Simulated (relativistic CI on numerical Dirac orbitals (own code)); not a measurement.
**Calculated levels, Rb XIV**

These numbers are calculated, not measured: Dirac-Coulomb-Breit CI, orbitals from a KLI potential per configuration, model QED (radiative potential, 1s self-energy scaled to tabulated hydrogen-like ionisation energies), unscaled Slater integrals (own radial code, finite nucleus).

Configuration list (outside the closed core [Ne]): 3s²3p⁶3d⁶, 3s²3p⁵3d⁷, 3s²3p⁴3d⁸, 3s3p⁶3d⁷, 3s²3p⁶3d⁵4s, 3p⁶3d⁸, 3s²3p⁶3d⁵4p, 3s3p⁵3d⁸, 3s²3p⁶3d⁵4d, 3s²3p⁶3d⁴4s², 3s²3p⁶3d⁵4f, 3s²3p⁶3d⁴4s4p, 3s²3p⁵3d⁶4s, 3s²3p⁶3d⁵5s, 3s²3p⁶3d⁴4p², 3s²3p⁶3d⁵5p, 3s²3p⁶3d⁴4s4d, 3s²3p⁴3d⁷4s, 3s²3p⁵3d⁶4p, 3s²3p⁶3d⁵5d, 3s²3p⁶3d⁴4p4d, 3s²3p⁴3d⁷4p, 3s²3p⁶3d⁵5g, 3s²3p⁶3d⁵6s, 3s3p⁶3d⁶4s, 3s²3p⁶3d⁵6d, 3s3p⁶3d⁵4s², 3p⁶3d⁷4s, 3p⁶3d⁷4p, 3p⁶3d⁷4d, 3s3p⁶3d⁶5s. Levels of other configurations are missing.

The lowest level is 3s²3p⁶3d⁶ ⁵D4, with 97 % of that term; Hund's rules for 3s²3p⁶3d⁶ give ⁵D with J = 4, in agreement.

```tsv
No.	Configuration	Term	J	E (cm⁻¹)	%	Next component (%)	Landé g
1	3s²3p⁶3d⁶	⁵D	4	0.0	97	3 ³F	1.491
2	3s²3p⁶3d⁶	⁵D	3	6911.6	98	1 ³F	1.494
3	3s²3p⁶3d⁶	⁵D	2	10137.8	95	4 ³P	1.495
4	3s²3p⁶3d⁶	⁵D	1	12646.1	95	4 ³P	1.496
5	3s²3p⁶3d⁶	⁵D	0	13740.3	95	5 ³P	
6	3s²3p⁶3d⁶	³P	2	52515.7	91	4 ⁵D	1.484
7	3s²3p⁶3d⁶	³F	4	56833.7	44	24 ³H	1.081
8	3s²3p⁶3d⁶	³H	6	60760.1	96	4 ¹I	1.158
9	3s²3p⁶3d⁶	³H	5	61982.6	73	27 ³G	1.076
10	3s²3p⁶3d⁶	³F	3	65489.5	82	15 ³G	1.037
11	3s²3p⁶3d⁶	³F	2	67546.3	94	5 ¹D	0.686
12	3s²3p⁶3d⁶	³H	4	68367.3	62	36 ³F	0.971
13	3s²3p⁶3d⁶	³P	1	71210.7	92	4 ⁵D	1.464
14	3s²3p⁶3d⁶	³P	0	71926.8	72	23 ¹S	
15	3s²3p⁶3d⁶	³G	5	77468.6	73	27 ³H	1.154
16	3s²3p⁶3d⁶	³G	4	81457.8	80	8 ³F	1.048
17	3s²3p⁶3d⁶	³G	3	83501.2	83	16 ³F	0.804
18	3s²3p⁶3d⁶	³D	2	90079.7	83	11 ¹D	1.151
19	3s²3p⁶3d⁶	³D	1	92630.1	95	4 ³P	0.542
20	3s²3p⁶3d⁶	³D	3	93198.2	95	2 ³F	1.321
21	3s²3p⁶3d⁶	¹I	6	95879.2	96	4 ³H	1.005
22	3s²3p⁶3d⁶	¹G	4	98671.2	81	9 ³H	1.003
23	3s²3p⁶3d⁶	¹S	0	107895.0	70	29 ³P	
24	3s²3p⁶3d⁶	¹D	2	110308.4	80	11 ³D	1.017
25	3s²3p⁶3d⁶	¹F	3	125215.7	85	13 ³F	1.010
26	3s²3p⁶3d⁶	³P	0	138046.8	93	6 ¹S	
27	3s²3p⁶3d⁶	³P	1	142841.9	98	1 ³D	1.494
28	3s²3p⁶3d⁶	³F	4	148859.4	94	5 ¹G	1.235
29	3s²3p⁶3d⁶	³F	2	149213.6	98	1 ³D	0.672
30	3s²3p⁶3d⁶	³F	3	153390.5	85	12 ¹F	1.074
```

Energies count from the lowest computed level.

The mean weight of the leading LS term, summed over parents, in these 30 levels is 86 %, and that of the leading jj configuration (from the same eigenvectors) 60 %, so LS coupling describes them better.

At this charge energies of transitions that change n are usually good to better than 1 %, and those within a shell (Δn = 0) to a few per cent. Terms inside the open d or f shell come out 10 to 20 % too wide with unscaled integrals.

Landé's interval rule says that E(J) − E(J−1) = AJ with one A. For the ground term the intervals give A = -1094.2, -1254.2, -1075.4, -1727.9 cm⁻¹ for J = 1, 2, 3, 4; the multiplet is inverted.

LS names give the leading component of a level, which can be under half, so a name can repeat, a term be missing and a line seem to break the LS rules.
